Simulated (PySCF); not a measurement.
## A survey of $^{19}$F NMR shifts

[PySCF 2.14: σ from GIAO-PBE0/pcSseg-1; GFN2-xTB geometry; one averaged value for each set of equivalent atoms; relativity neglected; one computed conformer; no solvent]

Shieldings were converted by a linear fit to measured shifts: $^{19}$F (scatter 6.0 ppm rms, 7.0 ppm with the 5 outliers that the fit left out vs CFCl3, solution or neat liquid, with a term for F on sp3 carbon). A few per cent of atoms miss by over 2 rms, more outside the fitted compound classes.

Q: Give the $^{19}$F shifts of `O=C/C(F)=C\F`, `CN=C(OC(F)(F)F)OC(F)(F)F`.

A: 
| compound | environment | δ (ppm) |
| --- | --- | --- |
| [O:1]=[CH:2]/[C:3]([F:4])=[CH:5]\[F:6] | F6: vinylic fluorine | -140.6 |
| [O:1]=[CH:2]/[C:3]([F:4])=[CH:5]\[F:6] | F4: vinylic fluorine | -180.5 |
| [CH3:1][N:2]=[C:3]([O:4][C:5]([F:6])([F:7])[F:8])[O:9][C:10]([F:11])([F:12])[F:13] | F11/12/13: fluorine of an OCF3 group (×3) | -55.8 |
| [CH3:1][N:2]=[C:3]([O:4][C:5]([F:6])([F:7])[F:8])[O:9][C:10]([F:11])([F:12])[F:13] | F6/7/8: fluorine of an OCF3 group (×3) | -60.1 |

Q: Match the shifts 7.2, -68.4, -90.4, -210.8 ppm to `O=C(O)C#C/C=C\F`, `O=C1C=CC(=O)C1F`, `Cc1ccc(C(=O)F)o1`, `Cc1cc(F)oc(=O)c1`.

A: 7.2: Cc1ccc(C(=O)F)o1 (fluorine bonded to C); -68.4: Cc1cc(F)oc(=O)c1 (fluorine on an unsaturated ring); -90.4: O=C(O)C#C/C=C\F (vinylic fluorine); -210.8: O=C1C=CC(=O)C1F (fluorine on an sp3 carbon).
